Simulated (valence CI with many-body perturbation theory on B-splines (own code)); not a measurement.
# Energy levels of Ba32+

Computed by configuration interaction combined with many-body perturbation theory (CI+MBPT): six valence electrons over a frozen Dirac-Fock core [Ar], radial functions for each j: 7 s, 7 p, 8 d, 6 f, 4 g, 1 h, with the one-electron correlation potential Σ1, the two-electron term Σ2, the three-electron term Σ3, Breit, model QED; selected CI, second order for the rest, scaled by the run's own slope (own B-spline code, finite nucleus).

No measured spectrum was set against this ion. As an estimate, large intervals hold to a few tenths of a per cent, small ones and those within an open d or f shell to about a per cent. Core correlation moves these levels by up to 7800 cm⁻¹, and in measured spectra 5 to 20 % of such shifts remained as error; rates that hang on mixing are uncertain with them. Among the levels kept, up to 990 cm⁻¹ of a level comes from second order outside the variational space, and about a tenth of that is noise between levels of different J, which matters for small intervals. Only levels of the ground parity were solved; by the run's estimate the other parity begins above the list, which can be wrong where configurations are misplaced.

Levels 1 to 34 of 34, with energies above the lowest level, (3d3/2^4 3d5/2^2) J=4. "Leading %" is the weight of the configuration and term that name the level; weights of strongly mixed levels are sums over their largest components and can fall short. In the jj column 3d3/2^4 stands for four electrons in 3d with j = 3/2.

```tsv
No.	Configuration	Term	J	E (cm⁻¹)	Leading %	g	Second component	Leading jj
1	3d⁶	⁵D	4	0	56	1.350	31 % 3d⁶ ³F	3d3/2^4 3d5/2^2 (83 %)
2	3d⁶	³P	2	39519	44	1.364	28 % 3d⁶ ⁵D	3d3/2^4 3d5/2^2 (85 %)
3	3d⁶	⁵D	0	100330	42		36 % 3d⁶ ³P	3d3/2^4 3d5/2^2 (60 %)
4	3d⁶	⁵D	3	103090	80	1.423	13 % 3d⁶ ³F	3d3/2^3 3d5/2^3 (88 %)
5	3d⁶	⁵D	1	126770	65	1.404	26 % 3d⁶ ³P	3d3/2^3 3d5/2^3 (88 %)
6	3d⁶	⁵D	4	133720	30	1.119	24 % 3d⁶ ³H	3d3/2^3 3d5/2^3 (81 %)
7	3d⁶	³G	5	172290	56	1.122	44 % 3d⁶ ³H	3d3/2^3 3d5/2^3 (99 %)
8	3d⁶	³H	6	172490	75	1.120	25 % 3d⁶ ¹I	3d3/2^3 3d5/2^3 (97 %)
9	3d⁶	³F	2	201770	51	0.919	28 % 3d⁶ ¹D	3d3/2^3 3d5/2^3 (81 %)
10	3d⁶	³F	3	206160	36	1.029	32 % 3d⁶ ³G	3d3/2^3 3d5/2^3 (90 %)
11	3d⁶	⁵D	2	237660	50	1.325	22 % 3d⁶ ³P	3d3/2^2 3d5/2^4 (71 %)
12	3d⁶	³G	4	264660	44	1.009	26 % 3d⁶ ¹G	3d3/2^3 3d5/2^3 (70 %)
13	3d⁶	³D	1	269920	58	0.910	33 % 3d⁶ ³P	3d3/2^3 3d5/2^3 (81 %)
14	3d⁶	⁵D	0	274560	39		36 % 3d⁶ ³P	3d3/2^2 3d5/2^4 (68 %)
15	3d⁶	³D	2	276030	46	1.222	33 % 3d⁶ ³P	3d3/2^3 3d5/2^3 (54 %)
16	3d⁶	³P	0	282990	59		32 % 3d⁶ ¹S	3d3/2^3 3d5/2^3 (65 %)
17	3d⁶	³F	4	291800	43	1.094	33 % 3d⁶ ³H	3d3/2^2 3d5/2^4 (88 %)
18	3d⁶	³F	3	297900	46	1.123	25 % 3d⁶ ¹F	3d3/2^3 3d5/2^3 (87 %)
19	3d⁶	³H	5	310490	56	1.101	44 % 3d⁶ ³G	3d3/2^2 3d5/2^4 (99 %)
20	3d⁶	¹F	3	319310	38	1.160	25 % 3d⁶ ³D	3d3/2^2 3d5/2^4 (68 %)
21	3d⁶	¹I	6	333710	75	1.036	25 % 3d⁶ ³H	3d3/2^2 3d5/2^4 (97 %)
22	3d⁶	³G	3	340280	54	0.922	36 % 3d⁶ ³F	3d3/2^2 3d5/2^4 (92 %)
23	3d⁶	³P	1	375420	68	1.172	32 % 3d⁶ ³D	3d3/2^2 3d5/2^4 (77 %)
24	3d⁶	¹G	4	383600	62	1.052	26 % 3d⁶ ³F	3d3/2^2 3d5/2^4 (75 %)
25	3d⁶	¹D	2	383860	41	1.051	30 % 3d⁶ ³P	3d3/2^2 3d5/2^4 (78 %)
26	3d⁶	³P	1	431220	74	1.494	26 % 3d⁶ ⁵D	3d3/2 3d5/2^5 (85 %)
27	3d⁶	³F	2	441670	80	0.783	9 % 3d⁶ ³D	3d3/2^2 3d5/2^4 (90 %)
28	3d⁶	³F	4	450620	68	1.165	14 % 3d⁶ ¹G	3d3/2^2 3d5/2^4 (74 %)
29	3d⁶	¹G	4	516560	64	1.024	17 % 3d⁶ ³F	3d3/2 3d5/2^5 (64 %)
30	3d⁶	³P	2	536740	55	1.289	20 % 3d⁶ ¹D	3d3/2 3d5/2^5 (83 %)
31	3d⁶	³F	3	543910	46	1.062	28 % 3d⁶ ¹F	3d3/2 3d5/2^5 (89 %)
32	3d⁶	¹D	2	573700	91	1.002		3d3/2^2 3d5/2^4 (88 %)
33	3d⁶	³P	0	575170	52		40 % 3d⁶ ¹S	3d5/2^6 (70 %)
34	3d⁶	¹S	0	720880	82		17 % 3d⁶ ³P	3d3/2^2 3d5/2^4 (67 %)
```

Where two levels of one J and parity lie close, their mixing, g and order are uncertain.

The ionisation energy to 3d⁵ ⁶S5/2 of the next ion comes out as 2047.4 eV (NIST: 2047 ± 4 eV (theoretical)). All 34 levels together are meant to be complete up to 749660 cm⁻¹.
